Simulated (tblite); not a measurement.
Compound: C5H8F3P.
Structure used (GFN2-xTB), in Å, numbered top down from 1:
```xyz
17
C5H8F3P angstrom
C      1.4814    1.5190    0.4972
P      0.6068   -0.0559    0.8950
C     -0.8063    0.0674   -0.2642
C     -2.1566    0.3992    0.3102
C     -1.8811   -0.9822   -0.1751
C      1.6605   -1.1338   -0.2507
F      1.7433   -0.6712   -1.5118
F      1.1732   -2.3790   -0.3337
F      2.9215   -1.2334    0.1979
H      2.4953    1.4760    0.8941
H      0.9513    2.3335    0.9878
H      1.5125    1.6970   -0.5777
H     -0.5668    0.4641   -1.2466
H     -2.8085    1.0337   -0.2710
H     -2.2311    0.5574    1.3760
H     -1.7639   -1.7670    0.5576
H     -2.3385   -1.3129   -1.0950
```

Method: GFN2-xTB as coded in tblite; computed harmonic values from a numerical Hessian at the method's own geometry, unscaled. The method is semi-empirical: single wavenumbers can be off by several per cent or more. One conformer, not necessarily the lowest.

Harmonic wavenumbers (cm⁻¹): 39.8, 48.1, 112.9, 149.9, 180.7, 187.8, 253.7, 260.7, 285.7, 342.9, 426.9, 472.1, 476.2, 664.4, 673.3, 743.0, 801.5, 831.4, 877.3, 891.4, 960.4, 990.2, 1035.1, 1040.8, 1053.2, 1068.2, 1072.3, 1080.4, 1089.0, 1147.3, 1214.1, 1320.3, 1325.7, 1426.3, 1433.0, 1440.1, 1477.9, 2988.6, 2995.3, 3006.9, 3017.0, 3083.7, 3086.3, 3091.9, 3106.8.

A = 2114, B = 1069, C = 869.7 MHz; mass 156.032 u (most abundant isotopes); point group C1, symmetry number 1.

**Question.** What is the zero-point energy?

**Answer.** Half the sum of the wavenumbers: 26635 cm⁻¹ = 76.15 kcal/mol.

**Question.** Give the ideal-gas entropy at 350 K and 1 bar in the rigid-rotor, harmonic-oscillator model (classical rotation).

**Answer.** Translation 41.87, rotation 29.96, vibration 36.96: S = 108.8 cal/(mol K).

**Question.** And Cp and H(350 K) − H(0)?

**Answer.** Cp = 44.10 cal/(mol K), of which vibrations give 36.15 (their classical limit is 45 R = 89.4); H(350 K) − H(0) = 9.38 kcal/mol without the zero-point energy, 6.60 from vibrations.

**Question.** What must be added to the electronic energy to get the Gibbs energy at 350 K and 1 bar?

**Answer.** ZPE + [H(350 K) − H(0)] − T·S = 76.15 + 9.38 − 38.07 = 47.46 kcal/mol.

**Question.** Blend soft modes into free rotors: weight 1/[1 + (100 cm⁻¹/ν̃)⁴] for the oscillator and the rest for a rotor with moment μB/(μ + B), μ = h/(8π²ν), B = 10⁻⁴⁴ kg m². What vibrational entropy results?

**Answer.** 33.63 cal/(mol K) in place of 36.96, which changes −T·S at 350 K by +1.17 kcal/mol.

Hindered rotation and anharmonicity are outside this model. Other conformers, if any are populated, would add a mixing term that is left out. The structure is chiral; the term R ln 2 for an equal mix with its mirror image is left out.
